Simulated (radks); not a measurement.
Removal energies from the molybdenum ion Mo5+, [Kr] 4d1, by Delta-SCF beside the eigenvalue of the level emptied. Calculated with a radial shooting solver on a logarithmic mesh with Libxc functionals: scalar-relativistic Kohn-Sham, PBE, spin-polarised, spherical densities, finite nucleus; Fermi nuclear charge, rms radius of each element as measured or else 0.836 A^(1/3) + 0.57 fm. Open shells are filled with parallel spins first.

\begin{tabular}{lrrr}
removed from & final configuration & Delta-SCF (eV) & -eigenvalue (eV) \\ \hline
4d & [Kr] & 68.736 & 61.312 \\
4p & [Ar] 3d10 4s2 4p5 4d1 & 108.53 & 99.906 \\
4s & [Ar] 3d10 4s1 4p6 4d1 & 136.22 & 127.00 \\
3d & [Ar] 3d9 4s2 4p6 4d1 & 307.39 & 287.48 \\
\end{tabular}
